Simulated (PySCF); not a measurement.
# Two-component Hartree-Fock for As²⁺ (arsenic, charge +2)

Start: [Ar] 3d10 4s1 4p2; 4s1/2 filled at m_j = +1/2; 4p3/2 filled at m_j = +1/2, +3/2. Calculated with PySCF 2.14 in x2c-SVPall-2c with one added diffuse shell each of s, p, d type (6s7p4d, 47 functions): generalised Hartree-Fock with the X2C-1e Hamiltonian and a Gaussian nucleus; one run each with spin-orbit coupling (SO) switched off, then screened by Boettger's factors. This is a chosen level, not necessarily the ground level.

```
spinor shell  electrons  ε, spin-free (eV)  ε, screened SO (eV)  weight of nominal j (screened SO)  rms radius, screened SO (bohr)
       1s1/2          2           -11963.3             -11963.1                              1.000                          0.0525
       2s1/2          2            -1594.3              -1594.3                              1.000                           0.219
       2p1/2          2            -1396.4              -1421.5                              1.000                           0.194
       2p3/2          4            -1396.4              -1384.3                              1.000                           0.197
       3s1/2          2            -247.93              -247.96                              1.000                           0.640
       3p1/2          2            -184.43              -188.08                              0.996                           0.660
       3p3/2          4            -184.43              -182.71                              0.998                           0.669
       3d3/2          4            -79.265              -79.804                              0.947                           0.745
       3d5/2          6            -79.265              -78.966                              0.964                           0.747
       4s1/2          1            -42.473              -42.479                              1.000                            1.95
       4p3/2          2            -29.477              -29.422                              0.812                            2.28
```

```
   quantity    spin-free  screened SO
E (hartree)  -2257.36919  -2257.44128
        M_J          5/2          5/2
       ⟨J²⟩        8.754        8.754
       ⟨L²⟩        2.003        2.013
       ⟨S²⟩        3.751        3.747
```

Each row is a mean over spinors that exchange with the open shell spreads, by up to 1.123 eV (3s1/2).

Rows whose weight is well below 1 are mixtures of j = l ± 1/2: exchange outweighs spin-orbit coupling there, and the label is only the starting occupation.

Without spin-orbit coupling the j labels of p, d and f shells carry no meaning; the spin-free column gives the mean over the occupied spinors of each nl shell.
